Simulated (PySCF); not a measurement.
CHOS, charge +1, singlet, at a GFN2-xTB geometry, atoms displaced at random by about 0.1 Å a coordinate; HF/STO-3G in PySCF.

The PySCF input:
```python
from pyscf import gto, scf
from pyscf.geomopt import geometric_solver

mol = gto.M(
    atom='''
O     1.656390   -0.356774    0.346305
C     0.582318   -0.116553    0.138816
S    -0.938463    0.060931   -0.144242
H    -1.402811   -0.453501    0.929323
''',
    basis='sto-3g',
    charge=1,
    spin=0,
    verbose=3,
)

def method(m):
    mf = scf.RHF(m)
    return mf

conv, mol_eq = geometric_solver.kernel(method(mol), maxsteps=100, convergence_set='GAU_TIGHT')
print('optimisation converged:', conv)
print(mol_eq.tostring(format='xyz'))
mf = method(mol_eq)
mf.kernel()
```

What the program printed (banner, timings and long lists left out):

```
Custom engine selected.
Bonds will be generated from interatomic distances less than 1.20 times sum of covalent radii
12 internal coordinates being used (instead of 12 Cartesians)
Internal coordinate system (atoms numbered from 1):
Distance 1-2
Distance 2-3
Distance 3-4
Angle 2-3-4
LinearAngleX 1-2-3
LinearAngleY 1-2-3
Translation-X 1-4
Translation-Y 1-4
Translation-Z 1-4
Rotation-A 1-4
Rotation-B 1-4
Rotation-C 1-4
<class 'geometric.internal.Distance'> : 3
<class 'geometric.internal.Angle'> : 1
<class 'geometric.internal.LinearAngle'> : 2
<class 'geometric.internal.TranslationX'> : 1
<class 'geometric.internal.TranslationY'> : 1
<class 'geometric.internal.TranslationZ'> : 1
<class 'geometric.internal.RotationA'> : 1
<class 'geometric.internal.RotationB'> : 1
<class 'geometric.internal.RotationC'> : 1
> ===== Optimization Info: ====
> Job type: Energy minimization
> Maximum number of optimization cycles: 100
> Initial / maximum trust radius (Angstrom): 0.100 / 0.300
> Convergence Criteria:
> Will converge when all 5 criteria are reached:
>  |Delta-E| < 1.00e-06
>  RMS-Grad  < 1.00e-05
>  Max-Grad  < 1.50e-05
>  RMS-Disp  < 4.00e-05
>  Max-Disp  < 6.00e-05
> === End Optimization Info ===

Geometry optimization cycle 1
Cartesian coordinates (Angstrom)
 Atom        New coordinates             dX        dY        dZ
   O   1.656390  -0.356774   0.346305    0.000000  0.000000  0.000000
   C   0.582318  -0.116553   0.138816    0.000000  0.000000  0.000000
   S  -0.938463   0.060931  -0.144242    0.000000  0.000000  0.000000
   H  -1.402811  -0.453501   0.929323    0.000000  0.000000  0.000000

WARN: Mole.unit (angstrom) is changed to Bohr

converged SCF energy = -504.723936781872
--------------- RHF_Scanner gradients ---------------
         x                y                z
0 O    -0.1002823043     0.0118688223    -0.0124974834
1 C    -0.0215754430     0.0135839637    -0.0231175091
2 S     0.1080333507    -0.0531260885     0.0940349382
3 H     0.0138243966     0.0276733025    -0.0584199457
----------------------------------------------
cycle 1: E = -504.723936782  dE = -504.724  norm(grad) = 0.198101
Step    0 : Gradient = 9.905e-02/1.528e-01 (rms/max) Energy = -504.7239367819
[...]
Geometry optimization cycle 2
Cartesian coordinates (Angstrom)
 Atom        New coordinates             dX        dY        dZ
   O   1.708323  -0.354106   0.360989    0.051933  0.002668  0.014684
   C   0.590916  -0.151607   0.156730    0.008598 -0.035054  0.017914
[...]
converged SCF energy = -504.748645160837
Step    1 : Displace = 7.351e-02/1.199e-01 (rms/max) Trust = 1.000e-01 (=) Grad = 3.244e-02/4.848e-02 (rms/max) E (change) = -504.7486451608 (-2.471e-02) Quality = 0.921
converged SCF energy = -504.750818383979
Step    2 : Displace = 5.328e-02/7.741e-02 (rms/max) Trust = 1.414e-01 (+) Grad = 1.347e-02/2.004e-02 (rms/max) E (change) = -504.7508183840 (-2.173e-03) Quality = 1.033
converged SCF energy = -504.751252191006
Step    3 : Displace = 1.998e-02/3.006e-02 (rms/max) Trust = 2.000e-01 (+) Grad = 3.641e-03/5.394e-03 (rms/max) E (change) = -504.7512521910 (-4.338e-04) Quality = 0.814
converged SCF energy = -504.751300211248
Step    4 : Displace = 5.413e-03/9.259e-03 (rms/max) Trust = 2.828e-01 (+) Grad = 6.501e-04/8.944e-04 (rms/max) E (change) = -504.7513002112 (-4.802e-05) Quality = 1.085
converged SCF energy = -504.751301853835
Step    5 : Displace = 1.022e-03/1.210e-03 (rms/max) Trust = 3.000e-01 (+) Grad = 8.519e-05/1.192e-04 (rms/max) E (change) = -504.7513018538 (-1.643e-06) Quality = 1.138
[...]
[...]
Geometry optimization cycle 7
Cartesian coordinates (Angstrom)
 Atom        New coordinates             dX        dY        dZ
   O   1.750022  -0.333548   0.337363    0.000156  0.000119 -0.000043
   C   0.626201  -0.181521   0.171919    0.000068 -0.000236  0.000055
   S  -1.033232   0.107125  -0.199158   -0.000131  0.000077 -0.000002
   H  -1.445556  -0.457953   0.960078   -0.000093  0.000040 -0.000010
converged SCF energy = -504.751301902928
--------------- RHF_Scanner gradients ---------------
         x                y                z
0 O    -0.0000009814    -0.0000082641    -0.0000031944
1 C     0.0000091027     0.0000123696     0.0000063266
2 S    -0.0000052588    -0.0000008295    -0.0000089380
3 H    -0.0000028625    -0.0000032760     0.0000058058
----------------------------------------------
cycle 7: E = -504.751301903  dE = -4.90937e-08  norm(grad) = 2.27205e-05
Step    6 : Displace = 1.852e-04/2.478e-04 (rms/max) Trust = 3.000e-01 (=) Grad = 1.136e-05/1.661e-05 (rms/max) E (change) = -504.7513019029 (-4.909e-08) Quality = 1.056
[...]
Geometry optimization cycle 8
Cartesian coordinates (Angstrom)
 Atom        New coordinates             dX        dY        dZ
   O   1.750023  -0.333522   0.337372    0.000002  0.000027  0.000009
   C   0.626195  -0.181558   0.171909   -0.000005 -0.000037 -0.000010
   S  -1.033232   0.107134  -0.199151   -0.000000  0.000009  0.000007
   H  -1.445552  -0.457951   0.960072    0.000004  0.000002 -0.000006
converged SCF energy = -504.751301904302
--------------- RHF_Scanner gradients ---------------
         x                y                z
0 O     0.0000027455    -0.0000029252    -0.0000011031
1 C     0.0000039046     0.0000033811     0.0000034887
2 S    -0.0000065991     0.0000000837    -0.0000031389
3 H    -0.0000000510    -0.0000005396     0.0000007534
----------------------------------------------
cycle 8: E = -504.751301904  dE = -1.37339e-09  norm(grad) = 1.05085e-05
Step    7 : Displace = 2.480e-05/4.031e-05 (rms/max) Trust = 3.000e-01 (=) Grad = 5.254e-06/7.308e-06 (rms/max) E (change) = -504.7513019043 (-1.373e-09) Quality = 1.548
[...]
Converged! =D

optimisation converged: True
4
XYZ from PySCF
O           1.75002319       -0.33352155        0.33737177
C           0.62619534       -0.18155797        0.17190920
S          -1.03323211        0.10713401       -0.19915129
H          -1.44555241       -0.45795150        0.96007232
converged SCF energy = -504.751301904329
```
